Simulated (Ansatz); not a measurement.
Energy landscape of H2B (anion, charge -1), singlet: symmetric bend, bond length relaxed. Scanned: H-B-H angle. Other coordinates (B-H bond length) were minimised at PBE0/def2-TZVP.

The free coordinates were minimised at PBE0/def2-TZVP in PySCF; the energy column is full CI/aug-cc-pVDZ, frozen core (Ansatz, a quantum-chemistry and plane-wave program), in eV.

```tsv
a / °	B-H bond length / Å	E
180	1.182	0.832
167.76	1.185	0.803
161.71	1.188	0.755
150.53	1.197	0.600
139.12	1.209	0.396
129.31	1.220	0.224
121.07	1.230	0.105
109.08	1.244	0.004
100.87	1.254	0.000
90.51	1.267	0.088
79.41	1.282	0.312
70.55	1.296	0.591
60	1.316	1.038
```
